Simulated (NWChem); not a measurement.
System meant: C₂H₅ClOSi; SMILES Cl[Si@@H](O)C=C

Here is an NWChem input.

```
start job
memory heap 200 mb stack 900 mb global 1100 mb
geometry units angstroms noautoz
  C      0.560014     2.476682     0.349861
  C      0.911135     1.297549    -0.180907
  Si    -0.327185    -0.056448    -0.485303
  O     -1.765253     0.239629     0.280749
  Cl     0.528336    -1.841258     0.190156
  H     -0.468249     2.694599     0.632818
  H      1.279162     3.275699     0.523339
  H      1.956027     1.133012    -0.447931
  H     -0.675935    -0.258323    -1.905106
  H     -1.745476     0.291356     1.247266
end
basis spherical
  C library def2-svp
  Si library def2-svp
  O library def2-svp
  Cl library def2-svp
  H library def2-svp
end
dft
  odft
  mult 2
  xc b3lyp
  iterations 150
  mulliken
end
task dft energy
```

End of the output:

```
 Summary of "ao basis" -> "" (spherical)
 ------------------------------------------------------------------------------
       Tag                 Description            Shells   Functions and Types
 ---------------- ------------------------------  ------  ---------------------
 C                          def2-svp                 6       14   3s2p1d
 Si                         def2-svp                 8       18   4s3p1d
 O                          def2-svp                 6       14   3s2p1d
 Cl                         def2-svp                 8       18   4s3p1d
 H                          def2-svp                 3        5   2s1p

                                 NWChem DFT Module
                                 -----------------

 Summary of "ao basis" -> "ao basis" (spherical)
 ------------------------------------------------------------------------------
       Tag                 Description            Shells   Functions and Types
 ---------------- ------------------------------  ------  ---------------------
 C                          def2-svp                 6       14   3s2p1d
 Si                         def2-svp                 8       18   4s3p1d
 O                          def2-svp                 6       14   3s2p1d
 Cl                         def2-svp                 8       18   4s3p1d
 H                          def2-svp                 3        5   2s1p

  number of electrons :                   56
  multiplicity        :                    2
 ------------------------------------------------------------------------
  no. of electrons and multiplicity not compatible                  56
 ------------------------------------------------------------------------
 ------------------------------------------------------------------------
  current input line :
    29: task dft energy
 ------------------------------------------------------------------------
 ------------------------------------------------------------------------
 There is an error in the input file
 ------------------------------------------------------------------------
 For more information see the NWChem manual at https://nwchemgit.github.io

0: no. of electrons and multiplicity not compatible:Received an Error in Communication
```

Question: Can this run be used? If not, why, and what is the fix?

Answer: The program refused the input. Cause: the multiplicity doesn't fit the number of electrons (an even count wants an odd multiplicity, and the reverse). This input runs:
```
start job
memory heap 200 mb stack 900 mb global 1100 mb
geometry units angstroms noautoz
  C      0.560014     2.476682     0.349861
  C      0.911135     1.297549    -0.180907
  Si    -0.327185    -0.056448    -0.485303
  O     -1.765253     0.239629     0.280749
  Cl     0.528336    -1.841258     0.190156
  H     -0.468249     2.694599     0.632818
  H      1.279162     3.275699     0.523339
  H      1.956027     1.133012    -0.447931
  H     -0.675935    -0.258323    -1.905106
  H     -1.745476     0.291356     1.247266
end
basis spherical
  * library def2-svp
end
dft
  xc b3lyp
  iterations 150
  mulliken
end
task dft energy
```
It converges to -903.89284 Ha (B3LYP/def2-SVP).
